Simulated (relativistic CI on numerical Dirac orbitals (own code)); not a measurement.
Method of calculation: Dirac-Coulomb-Breit CI, separate exchange-only KLI orbitals for each configuration, a model potential for QED, unscaled Slater integrals (own radial code, finite nucleus).

The strongest absorption lines from the ground level of an ion, among the configurations computed and to levels below about 323 eV (vacuum wavelength in nm, gf): 4.3677 (0.22), 4.4647 (1.8), 4.4748 (4.9), 4.4967 (0.24), 4.5255 (3.6), 5.5306 (0.49), 5.5410 (0.36), 5.6654 (0.45).

Which ion is it?
A. Hg XL
B. Hg XLII
C. Hg XLIV
D. Hf XXXIV

B. Hg XLII has 39 electrons and the ground level 4s²4p⁶4d³ ⁴F3/2; the strongest line goes to 4s²4p⁶4d²4f ⁴G°5/2. The pattern of lines fixes the number of electrons, and along that sequence the line energies rise steadily with the charge (about as its square where n changes within one kind of shell, about linearly where n is kept but much faster in heavy ions where fine structure, which grows about as Z⁴, sets the gap, and irregularly where shells cross), which fixes Z. Configurations outside the model, such as inner-shell arrays, can give stronger lines. At this charge energies of transitions that change n are usually good to better than 1 %, and those within a shell (Δn = 0) to a few per cent.

LS names give the leading component of a level, which can be under half, so a name can repeat, a term be missing and a line seem to break the LS rules.
